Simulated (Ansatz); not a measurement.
Input for Ansatz (a program for electronic structure): R-r2SCAN/def2-TZVPP on BCl2HO (SMILES OB(Cl)Cl), a point of a torsion scan.

Ansatz 0.2 input:
```yaml
crystal:
  periodic: [false, false, false]
  atoms:
    - {symbol: O, position_ang: [-0.88271554, -0.50583361, 0.32357097]}
    - {symbol: B, position_ang: [0.34267980, -0.04043866, 0.10145757]}
    - {symbol: Cl, position_ang: [1.37431986, 0.24461268, 1.45103928]}
    - {symbol: Cl, position_ang: [0.88646205, 0.39824963, -1.50313963]}
    - {symbol: H, position_ang: [-1.60701411, -0.30240454, -0.26926110]}
basis:
  gaussian:
    orbitals: def2-TZVPP
hamiltonian:
  xc: {name: r2SCAN}
scf: {lower_state_search: off}
```

The head of its log:

```
WARN ansatz: RAYON_NUM_THREADS=1 ignored (pool sized by the plan → 1); use --threads N
Functional definition: r2SCAN
these checks for a lower state are left out or cut short: stability, starts, cluster_reference, orbital_swaps, neighbouring_geometries, increment
integrals: 0.08 GiB planned
967 factors; their error is unknown
mean field: 0.53 GiB planned
mean field evaluation 1: about -27782.1964 eV, gradient 5.7e1 eV
mean field evaluation 2: about -27764.2135 eV, gradient 1.1e2 eV
```

Task: Predict the final total energy.

Result: -1021.1715 hartree.
